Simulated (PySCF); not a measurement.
From one molecule to another.

First species: C4H9ClOSi.
Structure used (GFN2-xTB), in Å, numbered top down from 1:
```
atom  x, y, z in Å
C1     3.041    0.313    0.519
O2     1.654    0.503    0.520
Si3    0.503   -0.422   -0.142
Cl4    0.755   -2.346    0.449
C5    -1.075    0.326    0.534
C6    -2.339   -0.489    0.551
C7    -2.210    0.651   -0.399
H8     3.292   -0.727    0.735
H9     3.467    0.957    1.288
H10    3.458    0.584   -0.452
H11    0.575   -0.450   -1.604
H12   -0.951    1.010    1.366
H13   -2.302   -1.492    0.155
H14   -3.003   -0.383    1.396
H15   -2.089    0.429   -1.449
H16   -2.783    1.546   -0.211
```

Second species: C₄H₉ClOSi.
Z-matrix (Å and degrees, GFN2-xTB geometry), rows numbered from 1:
```
C 
C   1  1.3209
C   2  1.4895  1  124.60
Si  3  1.9055  2  111.87  1  -108.28
O   4  1.6212  3  105.86  2   -61.33
C   4  1.9154  3  109.76  2    56.72
Cl  6  1.7875  4  108.77  3  -168.16
H   1  1.0767  2  122.13  3   179.33
H   1  1.0784  2  121.64  3    -1.37
H   2  1.0815  1  120.25  3  -178.70
H   3  1.0893  2  109.39  1   132.21
H   3  1.0893  2  110.07  1    14.02
H   4  1.4649  3  112.44  2   177.10
H   5  0.9557  4  121.12  3   161.80
H   6  1.0859  4  113.64  3    73.64
H   6  1.0879  4  112.81  3   -50.41
```

Levels: wB97X-D/def2-SVPD for dipole moment, HOMO energy, LUMO energy, HOMO–LUMO gap, static isotropic polarisability and electronic spatial extent ⟨r²⟩ about the centre of nuclear charge; TDDFT wB97X-D/def2-SVPD for lowest singlet excitation; TDA wB97X-D/def2-SVPD for lowest triplet excitation (Tamm–Dancoff); GFN2-xTB for rotational constant A and rotational constant C. Geometries: GFN2-xTB. Each structure is a single optimised conformer of the isolated species, non-relativistic unless stated; the electronic structure was computed with PySCF and density fitting.

Dipoles, sizes and rotational constants follow the conformer. The torsions of the flexible species, by atom-mapped SMILES:
- `[CH3:1][O:2][Si@@H:3]([Cl:4])[CH:5]1[CH2:6][CH2:7]1`: C1–O2–Si3–Cl4 51°, O2–Si3–C5–C6 -159°
- `[CH2:1]=[CH:2][CH2:3][Si@@H:4]([OH:5])[CH2:6][Cl:7]`: C1–C2–C3–Si4 -108°, C2–C3–Si4–O5 -61°, C3–Si4–C6–Cl7 -168°, H–O5–Si4–C3 162°

Values for the first species:

| Quantity | Value |
| --- | --- |
| Dipole moment | 1.12 D |
| HOMO energy | -10.08 eV |
| LUMO energy | 2.20 eV |
| HOMO–LUMO gap | 12.28 eV |
| Lowest singlet excitation | 7.69 eV |
| Lowest triplet excitation (Tamm–Dancoff) | 7.38 eV |
| Static isotropic polarisability | 85.5 au |
| Electronic spatial extent ⟨r²⟩ about the centre of nuclear charge | 1304 bohr² |
| Rotational constant A | 2.548 GHz |
| Rotational constant C | 0.911 GHz |

(1) Estimate the same properties for the second species, and the change in each.

Results:

(1) 
| property | first | second | second less first |
| --- | --- | --- | --- |
| dipole moment | 1.12 D | 1.17 D | +0.05 D |
| HOMO energy | -10.08 eV | -9.11 eV | +0.97 eV |
| LUMO energy | 2.20 eV | 1.57 eV | -0.63 eV |
| HOMO–LUMO gap | 12.28 eV | 10.68 eV | -1.60 eV |
| lowest singlet excitation | 7.69 eV | 6.60 eV | -1.09 eV |
| lowest triplet excitation (Tamm–Dancoff) | 7.38 eV | 4.48 eV | -2.90 eV |
| static isotropic polarisability | 85.5 au | 90.9 au | +5.4 au |
| electronic spatial extent ⟨r²⟩ about the centre of nuclear charge | 1304 bohr² | 1440 bohr² | +136 bohr² |
| rotational constant A | 2.548 GHz | 2.813 GHz | +0.265 GHz |
| rotational constant C | 0.911 GHz | 0.808 GHz | -0.103 GHz |

On the first: S1 lies 4.59 eV below the HOMO–LUMO gap.

On the second: The 8 singlets span 6.60 to 8.08 eV, and their oscillator strengths add up to 0.52. In atomic units the dipole is 0.46 e·bohr (1 au = 2.5417 D).
